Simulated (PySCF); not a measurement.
SMILES C[Si](C)(C)c1ccc(F)cc1 (C9H13FSi), singlet, GFN2-xTB optimised geometry.

```
24

C     -2.79    -1.41    -1.60
Si    -1.75    -1.36     0.00
C     -0.59    -2.87     0.06
C     -2.89    -1.36     1.53
C     -0.73     0.25     0.00
C     -1.38     1.49     0.00
C     -0.68     2.68     0.00
C      0.70     2.63     0.00
F      1.40     3.79     0.00
C      1.38     1.43     0.00
C      0.66     0.25     0.00
H     -3.45    -0.56    -1.67
H     -3.40    -2.31    -1.64
H     -2.16    -1.41    -2.49
H     -1.16    -3.79     0.08
H      0.07    -2.91    -0.80
H      0.04    -2.86     0.95
H     -2.32    -1.31     2.45
H     -3.49    -2.26     1.56
H     -3.57    -0.51     1.51
H     -2.46     1.51     0.00
H     -1.19     3.63     0.00
H      2.46     1.43     0.00
H      1.19    -0.68     0.00
```

Density from PBE/def2-SVP (PySCF) at that geometry.

Minimum of the electron density along straight lines between bonded atoms, close to the bond critical point (lines longer than 1.1 times the sum of covalent radii, or with two minima, are not listed):

```tsv
bond	length / Å	ρ at the minimum / e bohr⁻³	∇²ρ there / e bohr⁻⁵	position (fraction from the first atom)
C1–Si2	1.909	0.109	0.31	0.62
Si2–C3	1.906	0.109	0.30	0.38
Si2–C4	1.909	0.109	0.31	0.38
Si2–C5	1.903	0.110	0.31	0.38
C5–C6	1.393	0.303	-0.73	0.49
C6–C7	1.382	0.308	-0.76	0.50
C7–C8	1.382	0.314	-0.80	0.48
C8–F9	1.352	0.252	…	0.34
C8–C10	1.382	0.315	-0.80	0.52
C5–C11	1.391	0.303	-0.73	0.49
C10–C11	1.383	0.308	-0.76	0.50
C1–H12	1.086	0.270	-0.95	0.63
C1–H13	1.086	0.269	-0.95	0.63
C1–H14	1.086	0.270	-0.95	0.63
C3–H15	1.086	0.269	-0.95	0.63
C3–H16	1.086	0.270	-0.95	0.63
C3–H17	1.086	0.270	-0.95	0.63
C4–H18	1.086	0.270	-0.95	0.63
C4–H19	1.086	0.269	-0.95	0.63
C4–H20	1.086	0.270	-0.95	0.63
C6–H21	1.080	0.282	-1.05	0.63
C7–H22	1.079	0.280	-1.05	0.63
C10–H23	1.079	0.280	-1.05	0.63
C11–H24	1.079	0.283	-1.06	0.63
```

Task: Fill in the missing entries.

Result: 
- C8–F9, ∇²ρ there / e bohr⁻⁵: 0.04
